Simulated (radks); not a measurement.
The numbers below are computed, except where a source is named.
Ionisation of neutral platinum, [Xe] 4f14 5d9 6s1, to Pt+, [Xe] 4f14 5d9, under several functionals. Scalar-relativistic Kohn-Sham, spin-unpolarised, spherical densities, point nucleus; a radial shooting solver on a logarithmic mesh with Libxc functionals.

functional,E(Pt) (hartree),Exc (hartree),IE (eV),-e(HOMO) (eV),<r> HOMO (bohr),IE error (eV)
revPBE,-18413.8977,-354.5646,9.072,5.557,2.938,+0.113
"LDA (Slater exchange, VWN5 correlation)",-18403.2705,-343.9571,9.537,5.961,2.904,+0.578
"LDA (Slater exchange, Perdew-Wang correlation)",-18403.2377,-343.9237,9.537,5.962,2.904,+0.578
PW91,-18415.2802,-355.9426,9.272,5.729,2.930,+0.313
RPBE,-18414.0477,-354.7157,9.066,5.548,2.951,+0.107

NIST Atomic Spectra Database: 8.959 eV (measured). Closest: RPBE. The Delta-SCF values span 0.47 eV, the total energies 12.04 hartree. The highest occupied level is 6s. Spin polarisation and multiplet splitting are left out, so open shells lie too high by an amount that depends on their filling. Spin-orbit splitting is averaged out at the scalar-relativistic level.

Beside tabulated values, note that spin-unpolarised runs miss the spin-polarisation part of the exchange energy of open shells.
